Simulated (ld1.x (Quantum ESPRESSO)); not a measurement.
**Configuration tests for Pd (Z = 46) (RRKJ)**

Pd, norm-conserving RRKJ (Kleinman–Bylander form), made with ld1.x (Quantum ESPRESSO) 7.5 (LDA (PZ), scalar-relativistic). Core [Ar] 3d10, reference 4s2 4p6 4d10 5s0 5p0. Waves: 4s (bound): rc 0.90 bohr; 4p (bound): rc 1.25 bohr; 4d (bound): rc 1.50 bohr. Local part: the d channel. Core correction: none. rho0 = 0.001.

Energies are relative to the spin-unpolarised reference configuration 4s2 4p6 4d10 5s0 5p0; without spin polarisation the order of configurations can differ from experiment. Spin-polarised rows fill each open shell by Hund’s rule, majority spin first.

```
               valence configuration  charge  ΔE all-electron (eV)  error AE − PS (meV)
                 4s2 4p6 4d9 5s0 5p0      +1                 9.389                 -0.1
                 4s2 4p6 4d8 5s0 5p0      +2                30.470                 -1.2
                 4s2 4p6 4d7 5s0 5p0      +3                65.065                 -1.3
                 4s2 4p6 4d9 5s0 5p1       0                 5.318                 -0.2
               4s2 4p6 4d9.5 5s0 5p0    +0.5                 3.370                 +0.1
                 4s2 4p6 4d6 5s0 5p0      +4               114.618                 +6.6
4s2 4p6 4d9 5s0 5p0 (spin-polarised)      +1                 9.244                  +10
4s2 4p6 4d8 5s0 5p0 (spin-polarised)      +2                29.835                  +46
```

Question: What are ΔE and the potential's error for 4s1 4p6 4d10 5s0 5p0?

Answer: ΔE = 91.691 eV all-electron; the error (AE − PS) is -30 meV.

Levels in the configuration 4s1 4p6 4d10 5s0 5p0:

```
level  all-electron (eV)  pseudo (eV)
   4s            -98.575      -98.567
   4p            -64.190      -64.186
   4d            -15.815      -15.814
```
